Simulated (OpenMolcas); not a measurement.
Fe2+ with 6 ligands (oxide) in octahedral coordination (Oh). A charge of +1.67 e stands 2.8 Å behind each ligand. Ligand basis ANO-RCC-VDZP.

```
Program             : OpenMolcas
Method              : SS-CASPT2, IPEA 0.25 Eh, imaginary shift 0.1 Eh (closed shells correlated: 3s 3p and the ligand valence shells)
Basis               : ANO-RCC-VDZP [5s4p2d1f]
Scalar Hamiltonian  : DKH2, point nucleus
Active space        : 6 electrons in 5 orbitals (3d)
State averaging     : 2S+1 = 5 even, 5 roots; 2S+1 = 3 even, 45 roots; 2S+1 = 1 even, 50 roots
Spin-orbit coupling : state interaction with AMFI integrals over the reference wave functions
```

All ligands move together. At R = 2.03 Å the first state of the same spin is 7040 cm-1, and at R = 2.16 Å it is 5470 cm-1.

Problem. A third run gives 4150 cm-1. What distance was it run at?

Solution. With a power law R^-n the two known points give n = -ln(5470 / 7040) / ln(2.16 / 2.03) = 4.07. Then R = 2.03 × (7040 / 4150)^(1/4.07) = 2.311 Å. The run was at 2.29 Å, so the estimate is off by +0.021 Å.

Roots that are degenerate in the reference are averaged as groups; the widest CASPT2 spread within a group is 340 cm-1 (the 2-fold group of multiplicity 1 near 76200 cm-1 above the lowest state of its run, R = 2.03). Shifts and gaps below about the spread of the groups concerned are not significant. Over all roots computed the reference weight is 0.63 to 0.64 in R = 2.03, 0.63 to 0.64 in R = 2.16, 0.63 to 0.64 in R = 2.29; a low but even weight reflects the number of correlated electrons. An orbital triplet at a regular site is open to Jahn-Teller coupling, which can distort the site and quench the lowest spin-orbit gaps and is left out. The oxide ions are held by bare point charges, a crude embedding. A single d shell leaves out the double-shell effect, which counts most for late 3d ions, where the CASPT2 field can be off either way by tens of per cent. Ligand-to-metal charge-transfer states are missing. With oxide or sulfide held by bare charges the field of late divalent 3d ions can come out several times too small, and g and χT far too large. These CASPT2 states fit no ligand-field parameters well, so their order and spin gaps are uncertain. For late 3d ions with one d shell CASPT2 can put B and the spin-flip bands somewhat low as well as high. With one d shell and no ligand orbital active, 10Dq can be off by tens of per cent for divalent 3d ions, low with halides held by bare charges and at times high in hosts. Free-ion shares, where given, are those of the reference states; single-state CASPT2 does not remix them. No measured value stands beside these numbers; the geometry was imposed, not optimised, and the real ion may take another.
